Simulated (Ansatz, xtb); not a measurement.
**Two isomers of F2GeH6Si2**

We compare X, `F[SiH](F)[SiH2][GeH3]`, a singlet, with Y, `F[SiH](F)[GeH2][SiH3]`, a singlet. Both are isolated molecules in the gas phase, relaxed with PBE0-D4/def2-SVP; the shapes shown needn't be the lowest conformers.

X (Å):

```csv
atom,x (Å),y (Å),z (Å)
F,1.0933,-1.5055,1.9201
F,-0.7399,0.3354,1.9949
Ge,1.8548,1.1775,-1.0451
Si,-0.2945,-1.0248,1.2347
Si,0.1520,-0.4912,-0.9937
H,-1.3222,-2.0601,1.5254
H,0.5983,-1.7271,-1.7087
H,-1.1033,0.0102,-1.6343
H,2.1825,1.5581,-2.4997
H,1.3713,2.4278,-0.2913
H,3.1239,0.6371,-0.3650
```

Y (Å):

```xyz
11

F    -1.5613   -0.9884    1.3357
F    -2.1018    0.9646   -0.2914
Ge    0.9592    1.0085    0.8190
Si   -1.3573    0.6021    1.1017
Si    1.7354   -0.2927   -1.0192
H    -2.0727    1.3138    2.1936
H     1.1775    2.5112    0.5616
H     1.6977    0.6267    2.1156
H     3.1974   -0.0714   -1.2308
H     0.9877    0.1069   -2.2480
H     1.4861   -1.7365   -0.7325
```

**Question.** Which of the two would you expect CCSD(T)/def2-SVP + ΔMP2/def2-TZVPP electronic energies to favour?

**Answer.** Structure Y; the calculation gives E(Y) − E(X) = −0.162 eV.

Level by level:

```json
{"level": "GFN2-xTB", "geometry": "GFN2-xTB", "E(Y) − E(X) (eV)": "−0.615", "departure from the last row (eV)": "−0.452", "job, with rough time for the two": "optimisation, 0.39 s"}
{"level": "HF/STO-3G", "geometry": "GFN2-xTB", "E(Y) − E(X) (eV)": "−0.133", "departure from the last row (eV)": "+0.029", "job, with rough time for the two": "single point, 1.3 s"}
{"level": "r2SCAN-D4/def2-SVP", "geometry": "GFN2-xTB", "E(Y) − E(X) (eV)": "−0.162", "departure from the last row (eV)": "0.000", "job, with rough time for the two": "single point, 6.2 s"}
{"level": "PBE0-D4/def2-SVP", "geometry": "PBE0-D4/def2-SVP", "E(Y) − E(X) (eV)": "−0.123", "departure from the last row (eV)": "+0.039", "job, with rough time for the two": "optimisation, 2 min"}
{"level": "HF/def2-SVP", "geometry": "PBE0-D4/def2-SVP", "E(Y) − E(X) (eV)": "−0.142", "departure from the last row (eV)": "+0.020", "job, with rough time for the two": "part of the CCSD(T) run"}
{"level": "MP2/def2-SVP", "geometry": "PBE0-D4/def2-SVP", "E(Y) − E(X) (eV)": "−0.156", "departure from the last row (eV)": "+0.006", "job, with rough time for the two": "part of the CCSD(T) run"}
{"level": "CCSD(T)/def2-SVP", "geometry": "PBE0-D4/def2-SVP", "E(Y) − E(X) (eV)": "−0.136", "departure from the last row (eV)": "+0.027", "job, with rough time for the two": "single point"}
{"level": "CCSD(T)/def2-SVP + ΔMP2/def2-TZVPP", "geometry": "PBE0-D4/def2-SVP", "E(Y) − E(X) (eV)": "−0.162", "departure from the last row (eV)": "", "job, with rough time for the two": "single point, 96 s"}
```

As drawn, Y has 1 Ge–Si, 1 Si–H in place of 1 Si–Si, 1 Ge–H.

The levels shown agree on the order. The largest departure from CCSD(T)/def2-SVP + ΔMP2/def2-TZVPP is that of GFN2-xTB, 0.452 eV. A small imaginary or near-zero mode remains, so no thermal terms are given. The last row adds to CCSD(T) the change of the MP2 difference between the two basis sets, here −0.027 eV.

The correlated steps freeze 21 core orbitals; the filled d shell of Ge is correlated, in a basis made for valence electrons. Programs: Ansatz 0.2.0, xtb 6.7.1; the last row on 2 threads of Intel(R) Xeon(R) Platinum 8259CL CPU @ 2.50GHz (Skylake/Cascade Lake) on a shared host.
